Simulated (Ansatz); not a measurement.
Na9⁺. The state is a singlet with charge 1. Geometry r2SCAN/def2-SVP.

Cartesian coordinates in Å:
```
Na 1.033 0.929 0.968
Na -2.211 1.885 1.055
Na -0.500 -0.219 3.764
Na 0.103 2.420 -1.922
Na 3.487 0.693 -1.346
Na 0.523 -1.347 -2.053
Na -2.787 -0.074 -2.170
Na -1.581 -1.836 0.656
Na 1.934 -2.451 1.046
```

The restricted singlet is unstable towards broken spin symmetry in Hartree–Fock (as tested in another run); at HF/STO-3G, r2SCAN/def2-TZVP, PBE0/def2-SVP, PBE0/def2-TZVP this wasn't settled. At HF/STO-3G the highest occupied level of the charge 1 singlet lies above zero (up to 3.20 eV). In Hartree–Fock with STO-3G the lack of diffuse functions raises the level. At HF/def2-TZVP the restricted singlet is unstable: a solution with broken spin symmetry lies lower. Another isomer (singlet) lies 0.03 eV lower at PBE0/def2-TZVP; other spin states weren't run for this one.

Problem. Estimate the orbital energies around the gap (eV) in Ansatz with HF/STO-3G, HF/def2-TZVP, r2SCAN/def2-TZVP, PBE0/def2-SVP, PBE0/def2-TZVP.

Solution. 
| orbital | HF/STO-3G | HF/def2-TZVP | r2SCAN/def2-TZVP | PBE0/def2-SVP | PBE0/def2-TZVP |
| --- | --- | --- | --- | --- | --- |
| HOMO−9 | -37.90 | -43.47 | -31.69 | -34.16 | -34.07 |
| HOMO−8 | -37.89 | -43.47 | -31.68 | -34.16 | -34.06 |
| HOMO−7 | -37.86 | -43.47 | -31.67 | -34.15 | -34.06 |
| HOMO−6 | -37.67 | -43.25 | -31.42 | -33.95 | -33.80 |
| HOMO−5 | -37.67 | -43.24 | -31.40 | -33.94 | -33.79 |
| HOMO−4 | -37.67 | -43.24 | -31.39 | -33.93 | -33.78 |
| HOMO−3 | -0.30 | -9.64 | -7.40 | -8.09 | -8.11 |
| HOMO−2 | 2.66 | -7.32 | -6.12 | -6.57 | -6.59 |
| HOMO−1 | 2.79 | -7.21 | -6.07 | -6.50 | -6.53 |
| HOMO | 3.20 | -6.68 | -5.68 | -6.10 | -6.13 |
| LUMO | 7.74 | -2.51 | -4.51 | -4.23 | -4.25 |
| LUMO+1 | 8.15 | -2.47 | -4.49 | -4.20 | -4.22 |
| LUMO+2 | 8.68 | -2.32 | -4.34 | -4.03 | -4.06 |
| LUMO+3 | 8.70 | -2.17 | -4.18 | -3.90 | -3.92 |
| LUMO+4 | 9.50 | -2.15 | -4.17 | -3.87 | -3.89 |
| LUMO+5 | 15.07 | -1.82 | -3.85 | -3.49 | -3.51 |
